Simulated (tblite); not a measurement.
C4H4ClOP.
SMILES: `O=[P@H]1C=CC(Cl)=C1`

Level: GFN2-xTB in tblite, geometry and Hessian alike; calculated harmonic values, unscaled, isolated species. This tight-binding method is rough: wavenumbers can miss measured ones by several per cent, in bad cases by 10 to 20. Modes of hydrogen on phosphorus can be 10 to 20 % off.

Harmonic wavenumbers (cm⁻¹): 99.3, 189.3, 247.1, 330.7, 362.9, 437.6, 519.6, 543.7, 724.8, 743.4, 759.8, 781.3, 789.8, 863.7, 891.3, 928.6, 1016.3, 1072.6, 1154.3, 1264.8, 1299.4, 1538.4, 1603.9, 2276.5, 3097.5, 3115.8, 3127.8.

A = 5256, B = 1059, C = 918.6 MHz; mass 133.969 u (most abundant isotopes); point group C1, symmetry number 1.

What is the zero-point energy?

½Σν̃ = 14890 cm⁻¹ = 178.13 kJ/mol.

Entropy at 500 K, 1 bar (ideal gas, RRHO, classical rotation)?

Translation 180.68, rotation 125.83, vibration 110.62: S = 417.1 J/(mol K).

And Cp and H(500 K) − H(0)?

Cp = 159.33 J/(mol K), of which vibrations give 126.08 (their classical limit is 27 R = 224.5); H(500 K) − H(0) = 48.12 kJ/mol without the zero-point energy, 31.49 from vibrations.

Which modes carry the vibrational entropy at 500 K?

99.3 cm⁻¹: 18.76; 189.3 cm⁻¹: 13.47; 247.1 cm⁻¹: 11.32; 330.7 cm⁻¹: 9.03; 362.9 cm⁻¹: 8.32; 437.6 cm⁻¹: 6.93 J/(mol K); the other 21 give 42.79 together.

What must be added to the electronic energy to get the Gibbs energy at 500 K and 1 bar?

ZPE + [H(500 K) − H(0)] − T·S = 178.13 + 48.12 − 208.56 = 17.69 kJ/mol.

Blend soft modes into free rotors: weight 1/[1 + (100 cm⁻¹/ν̃)⁴] for the oscillator and the rest for a rotor with moment μB/(μ + B), μ = h/(8π²ν), B = 10⁻⁴⁴ kg m². What vibrational entropy results?

108.11 J/(mol K) in place of 110.62, which changes −T·S at 500 K by +1.25 kJ/mol.

How do the functions run with temperature in this model?

```
 T (K)  S (J/(mol K))  Cp (J/(mol K))  H − H(0) (kJ/mol)  G − H(0) (kJ/mol)  ln q(vib)
    50          232.2            39.1               1.75              -9.86       0.06
   100          263.2            52.2               4.02             -22.30       0.39
298.15          346.9           112.5              20.28             -83.14       2.74
373.15          374.4           132.7              29.50            -110.19       3.82
   750          488.6           192.1              92.46            -273.98       9.45
  1000          546.7           211.2             143.06            -403.62      12.91
```

q(vib) and H(0) count from the zero-point level.

Hindered rotation and anharmonicity are outside this model. The structure is chiral; the term R ln 2 for an equal mix with its mirror image is left out.
